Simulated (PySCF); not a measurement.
C₂H₆O, charge +1, doublet, geometry from GFN2-xTB (a state made from the parent by changing its charge; the spin is typed, not shown lowest). Base run: DF-R2SCAN/6-31G* in PySCF.

PySCF was given this input:
```python
from pyscf import gto, scf, dft

mol = gto.Mole()
mol.atom = '''
    C     1.20375736   -0.11633576    0.01209633
    O    -0.02342911    0.46081830   -0.13995856
    C    -1.18692692   -0.21469587    0.08844375
    H     1.18320292   -1.16278172    0.33135107
    H     1.80128557    0.50368662    0.71025579
    H     1.76939206    0.00272769   -0.93382947
    H    -1.06027273   -1.25508521    0.40299733
    H    -1.81952555   -0.14493143   -0.81921600
    H    -1.78763204    0.35602751    0.82486925
'''
mol.basis = '6-31g*'
mol.charge = 1
mol.spin = 1
mol.verbose = 4
mol.build()

mf = dft.UKS(mol)
mf.xc = 'r2scan'
mf = mf.density_fit(auxbasis='def2-universal-jkfit')
mf.kernel()
```

Each row names what was changed in the base input (with any setting that the change needs).

```tsv
change	basis functions	E (Eh)	HOMO (eV)	core-seconds (rough)
base	54	-154.57197	-14.76	10
basis = 6-31G	39	-154.52532	-14.77	10
basis = pcseg-0	39	-154.12956	-14.86	10
basis = LANL2DZ	39	-154.55776	-14.79	10
basis = 6-31G**	72	-154.58222	-14.72	20
basis = def2-SVP	72	-154.46161	-14.78	20
basis = 6-311++G**	108	-154.62275	-14.77	30
basis = def2-SVPD	111	-154.46939	-14.80	20
basis = 6-311+G(2d,p)	117	-154.62685	-14.77	30
basis = aug-pcseg-1	123	-154.55121	-14.75	30
basis = def2-TZVP	129	-154.64033	-14.77	30
basis = pcseg-2	174	-154.64052	-14.77	50
basis = def2-TZVPP	177	-154.64290	-14.76	40
```

Totals compare only among sets that treat the same electrons; sets with core potentials leave the core out.

Open shells are given as the SCF converged; they aren't shown to be the lowest states, and a large step between rows can be another state.
